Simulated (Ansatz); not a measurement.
Molecule: sum formula SiN2H5, net charge 0, doublet state. It need not be the lowest isomer of its formula. 
Coordinates optimised at B3LYP-D3(BJ)/def2-TZVP (Ansatz, a quantum-chemistry and plane-wave program):
```
Si
N 1 1.7097
H 2 1.0080 1 120.62
H 2 1.0080 3 110.98 1 149.41
N 1 1.7536 2 115.11 3 73.24
H 5 1.0242 1 113.20 2 -180.00
H 1 1.4853 2 107.58 3 -167.02
H 1 1.4853 7 111.75 2 -117.87
```
Charge 0, spin multiplicity 2.

Basis-set convergence of Hartree-Fock and MP2 correlation energies (hartree) with Ansatz. Cores are frozen in the correlated levels unless marked. Open shells are spin-unrestricted. No spin-orbit coupling. Non-relativistic.

| basis | functions | E(HF) | E(corr, MP2) |
|---|---|---|---|
| aug-cc-pV(D+d)Z | 123 | -400.76931 | -0.43099 |
| aug-cc-pV(T+d)Z | 262 | -400.81392 | -0.52292 |
| aug-cc-pV(Q+d)Z | 479 | -400.82418 | -0.55548 |

Extrapolating the two largest sets (X = 3 and 4) as X^-3: E(corr) = (64·(-0.55548) - 27·(-0.52292))/37 = -0.5792 Eh, an estimate of the basis-set limit. The largest set recovers 95.9 % of it, the smallest 74.4 %.
